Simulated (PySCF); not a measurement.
**Ionisation energy of C²⁺ by level of theory**

C²⁺ [He] 2s2 (1S) → C³⁺ [He] 2s1 (2S), as a difference of total energies. All numbers are calculated (PySCF 2.14, the spin-free X2C one-electron Hamiltonian (Gaussian nucleus), in x2c-QZVPPall (7s4p3d2f1g, 57 functions)). Correlated levels: valence: 1s2 frozen; valence and next inner shell: nothing frozen. The calculations carry no spin-orbit coupling.

```csv
method,ionisation energy (eV),error (eV)
UHF,45.798,-2.090
LDA,46.968,-0.920
PBE,47.126,-0.762
PBE0,47.061,-0.827
r2SCAN,46.640,-1.248
BHandHLYP,47.044,-0.844
revPBE,47.142,-0.746
wB97X-V,47.120,-0.768
HSE06,47.057,-0.831
MP2 (valence),47.022,-0.866
SCS-MP2 (valence),47.267,-0.621
MP2 (valence and next inner shell),47.051,-0.837
SCS-MP2 (valence and next inner shell),47.293,-0.595
```

Reference: 47.888 eV (measured; NIST Atomic Spectra Database, ionization energies).

Errors of the correlated levels include the incompleteness of this basis and the frozen core.

MP2 underrates the near-degeneracy of ns² with np² in the lower species.
